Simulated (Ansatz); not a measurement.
Isolated molecules relaxed with PBE0-D4/def2-TZVP in Ansatz; ΔE leaves out vibrations. CBS: MP2 limit from def2 TZ/QZ plus the TZ coupled-cluster correction, frozen cores. This one scheme is used for every species. DFT in def2-TZVPP. Open shells (•) are unrestricted, without spin–orbit coupling. One conformer a species, not always the lowest.

`N[SiH](O)Cl` + `[CH3]`• → `[NH][SiH](O)Cl`• + CH₄  (hydrogen abstraction from the N–H bond)

`N[SiH](O)Cl`:

Cartesian coordinates in Å:
```
N 0.033 1.040 -0.612
Si -0.127 -0.235 0.501
O -0.435 -1.645 -0.258
Cl 1.662 -0.258 1.517
H 0.659 1.806 -0.430
H -0.723 1.299 -1.225
H -1.205 -0.132 1.502
H 0.136 -1.873 -0.995
```

`[CH3]`•:

```xyz
4

C     0.000    0.000    0.000
H     1.012   -0.278   -0.255
H    -0.181    0.737    0.769
H    -0.832   -0.459   -0.514
```

`[NH][SiH](O)Cl`•:

```xyz
7

N    -0.725    1.263   -0.001
Si    0.136   -0.226    0.248
O     1.303   -0.387   -0.870
Cl   -1.321   -1.663    0.051
H    -1.280    1.575    0.797
H     0.799   -0.389    1.555
H     1.087   -0.173   -1.780
```

CH₄:

Cartesian coordinates in Å:
```
C 0.000 0.000 0.000
H 0.159 0.713 -0.809
H 0.507 0.351 0.898
H 0.402 -0.971 -0.287
H -1.067 -0.093 0.198
```

```csv
level,ΔE (kJ/mol),difference from CCSD(T)/CBS
LDA (SPW92),33.6,-2.0
BLYP-D4,19.0,-16.6
ωB97M-V,29.4,-6.2
PBE-QIDH,35.0,-0.6
BLYP,17.2,-18.4
PBE0,27.6,-8.0
SCS-MP2/def2-TZVPP,37.5,1.9
CCSD/def2-TZVPP,30.5,-5.1
HF/def2-QZVPP,17.9,-17.7
CCSD/CBS(def2),35.2,-0.4
CCSD(T)/CBS,35.6,0
```

**Question.** What do rigid-rotor, harmonic-oscillator terms from PBE0-D4/def2-TZVP frequencies (298.15 K, 1 bar) make of the CCSD(T)/CBS value? (Best estimate.)

**Answer.** Computed: ΔZPE = +3.2 kJ/mol, ΔH = +37.8 kJ/mol, ΔS = -5 J/(mol·K), ΔG = +39.3 kJ/mol. Open shells count their whole term as degenerate.

Largest T1 diagnostic among the species: 0.012.

From BLYP to BHLYP (50 % exact exchange), in def2-TZVPP and without D4, ΔE moves by +7.1 kJ/mol. Leaving LDA and LC-ωPBE aside and taking each functional with its dispersion term where it has one, the values, not all of them listed here, spread over 16.5 kJ/mol, from B97M-V to PBE-QIDH. LDA lies +11.0 kJ/mol from PBE without D4.
